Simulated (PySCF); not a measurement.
BHO, SMILES B=O. Geometry optimised at PBE-D3(BJ)/def2-TZVPD.

### Question
Give the equilibrium geometry at PBE-D3(BJ)/def2-TZVPD (PySCF confirms it by a frequency run) as a Z-matrix, and its point group. (An estimate is asked for; the answer gives what the named calculation found.)

### Answer
point group C∞v.
```
B
O 1 1.2106
H 1 1.1784 2 180.00
```
Charge 0, spin multiplicity 1.
